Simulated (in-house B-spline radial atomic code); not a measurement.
# LC-wPBE excitations of K7+

Method: LC-wPBE. Computed with an all-electron radial atomic-structure program (B-spline basis): linear response of the closed shell [Ne] 3s2 with the functional's adiabatic kernel; non-relativistic, point nucleus, no spin-orbit coupling, no double excitations, S, P, D and F terms only.

Command:
```bash
python run_td.py task.json out
```
Settings (radii: box in bohr, nucleus in fm):
```
Z                        19
electrons                12
configuration            [Ne] 3s2
hamiltonian              nr
method                   lc_wpbe
box_radius               12.81
intervals                50
```

Cost of the run: 0.4 s on 1 thread of Intel(R) Xeon(R) Platinum 8375C CPU @ 2.90GHz (Ice Lake), on a shared host.

The lowest states, in the order of their Tamm-Dancoff energies; the method's threshold (minus the highest occupied level) is 150.62 eV. Labels give the largest channel, * marks a mixed state, and oscillator strengths are full-response dipole values. Semilocal kernels can invert the small singlet-triplet splittings of Rydberg terms. Energies in eV:

```json
{"state": "3s → 3p 3P", "full response": "14.779", "Tamm-Dancoff": "15.197", "oscillator strength": "-"}
{"state": "3s → 3p 1P", "full response": "23.351", "Tamm-Dancoff": "24.132", "oscillator strength": "1.07"}
{"state": "3s → 3d 3D", "full response": "42.37", "Tamm-Dancoff": "42.51", "oscillator strength": "-"}
{"state": "3s → 3d 1D", "full response": "46.17", "Tamm-Dancoff": "46.18", "oscillator strength": "-"}
{"state": "3s → 4s 3S", "full response": "77.07", "Tamm-Dancoff": "77.07", "oscillator strength": "-"}
{"state": "3s → 4s 1S", "full response": "78.73", "Tamm-Dancoff": "78.77", "oscillator strength": "-"}
{"state": "3s → 4p 3P", "full response": "83.75", "Tamm-Dancoff": "83.76", "oscillator strength": "-"}
{"state": "3s → 4p 1P", "full response": "84.34", "Tamm-Dancoff": "84.37", "oscillator strength": "0.237"}
{"state": "3s → 4d 3D", "full response": "93.12", "Tamm-Dancoff": "93.13", "oscillator strength": "-"}
{"state": "3s → 4d 1D", "full response": "93.38", "Tamm-Dancoff": "93.38", "oscillator strength": "-"}
{"state": "3s → 4f 3F", "full response": "96.57", "Tamm-Dancoff": "96.59", "oscillator strength": "-"}
{"state": "3s → 4f 1F", "full response": "97.17", "Tamm-Dancoff": "97.17", "oscillator strength": "-"}
{"state": "3s → 5s 3S", "full response": "?", "Tamm-Dancoff": "?", "oscillator strength": "-"}
{"state": "3s → 5s 1S", "full response": "106.92", "Tamm-Dancoff": "106.93", "oscillator strength": "-"}
{"state": "3s → 5p 3P", "full response": "109.56", "Tamm-Dancoff": "109.56", "oscillator strength": "-"}
{"state": "3s → 5p 1P", "full response": "109.73", "Tamm-Dancoff": "109.74", "oscillator strength": "0.0893"}
{"state": "3s → 5d 3D", "full response": "114.01", "Tamm-Dancoff": "114.01", "oscillator strength": "-"}
{"state": "3s → 5d 1D", "full response": "114.07", "Tamm-Dancoff": "114.08", "oscillator strength": "-"}
{"state": "3s → 5f 3F", "full response": "?", "Tamm-Dancoff": "?", "oscillator strength": "-"}
{"state": "3s → 5f 1F", "full response": "115.81", "Tamm-Dancoff": "115.81", "oscillator strength": "-"}
```

Task: Where does 3s → 5s 3S lie?

Result: At 106.39 eV in full response, 106.40 eV in Tamm-Dancoff.

Task: Where does 3s → 5f 3F lie?

Result: At 115.51 eV in full response, 115.52 eV in Tamm-Dancoff.

Task: How large is the singlet-triplet splitting of 3s → 3p (P terms) in Tamm-Dancoff?

Result: 8.93 eV, from the unrounded values.

Task: What polarisabilities and dispersion coefficient does the method give?

Result: Dipole 1.523 bohr³, quadrupole 1.05 bohr⁵, C6 1.611 hartree·bohr⁶ for two such species.
